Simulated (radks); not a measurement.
Task: These are the eigenvalues of the occupied orbitals of an atom or ion with whole-number occupations (hartree). All-electron calculation, scalar-relativistic Kohn-Sham, BLYP, spin-polarised, spherical densities, finite nucleus; Fermi nuclear charge, rms radius of each element as measured or else 0.836 A^(1/3) + 0.57 fm. Program: a radial shooting solver on a logarithmic mesh with Libxc functionals.

orbital  eigenvalue
1s up     -587.6052
1s down   -587.5958
2s up     -81.09464
2s down   -81.08917
2p up     -72.27175
2p down   -72.26284
3s up     -14.00782
3s down   -13.99639
3p up     -11.15996
3p down   -11.14717
3d up      -6.45416
3d down    -6.43972
4s up      -3.12405
4s down    -3.03807
4p up      -2.40580
4p down    -2.32105

Which element is it, and in what charge state? The configuration may be excited. Open shells, if any, are filled with parallel spins first.

Result: Z = 38, strontium, charge +4: Sr4+ in [Ar] 3d10 4s2 4p4. The list shows which subshells hold electrons but not how many an open one holds; the 1s level, -587.61 hartree, gives Z - s = 34.3 by -(Z - s)^2/2, which with screening and relativity narrows Z to a few neighbours, and the depths of the outer levels then fix element, charge and occupations together.
